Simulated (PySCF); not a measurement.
Species: [PtCl6]2- (charge -2 and singlet state).
Structure used (PBE0-D3(BJ)/def2-SVP), in Å, numbered top down from 1:
```xyz
7
PtCl6 angstrom
Pt     0.0129   -0.0148   -0.0095
Cl    -0.0037   -0.0290    2.3505
Cl     0.0265   -0.0015   -2.3693
Cl     2.3731    0.0134    0.0032
Cl    -2.3473   -0.0402   -0.0255
Cl    -0.0022    2.3455   -0.0010
Cl     0.0326   -2.3754   -0.0169
```

Computed, not measured: PBE0-D3(BJ)/def2-SVP geometry optimisation, gas phase, def2 core potentials past Kr in PySCF.

(1) Which atoms are bound to Pt1, and at what distances?

(2) List the angles at Pt1.

(3) What is the shape at Pt1?

(4) What are the rotational constants (commonest isotopes, rigid rotor)?

Results:

(1) 6 atoms: Cl3 2.360 Å, Cl2 2.360 Å, Cl6 2.360 Å, Cl4 2.360 Å, Cl5 2.360 Å, Cl7 2.361 Å.

(2) 
```tsv
angle	degrees	distance of the outer atoms (Å)
Cl2–Pt1–Cl3	179.9	4.72
Cl4–Pt1–Cl5	179.9	4.72
Cl6–Pt1–Cl7	179.9	4.72
Cl5–Pt1–Cl6	90.3	3.35
Cl4–Pt1–Cl7	90.2	3.34
Cl3–Pt1–Cl7	90.1	3.34
Cl2–Pt1–Cl6	90.1	3.34
Cl2–Pt1–Cl4	90.1	3.34
Cl2–Pt1–Cl5	90.0	3.34
Cl3–Pt1–Cl4	90.0	3.34
Cl3–Pt1–Cl5	89.9	3.34
Cl3–Pt1–Cl6	89.9	3.33
Cl5–Pt1–Cl7	89.9	3.33
Cl2–Pt1–Cl7	89.8	3.33
Cl4–Pt1–Cl6	89.7	3.33
```

(3) Octahedral: the three widest angles are 179.9°, 179.9° and 179.9°, the others run from 89.7° to 90.3°.

(4) A = 650.1, B = 648.4, C = 647.1 MHz: a spherical top.

Point group: Oh (tolerance 0.08 Å). Charge -2, singlet. Whether so highly charged an anion holds all its electrons in the gas phase wasn't checked; a finite basis holds them in any case. No counter-ion or solvent screens the charge of this multiply charged ion. The geometry's basis has no diffuse functions, a weakness for an anion. PBE0-D3(BJ)/def2-SVP frequencies: not computed here.
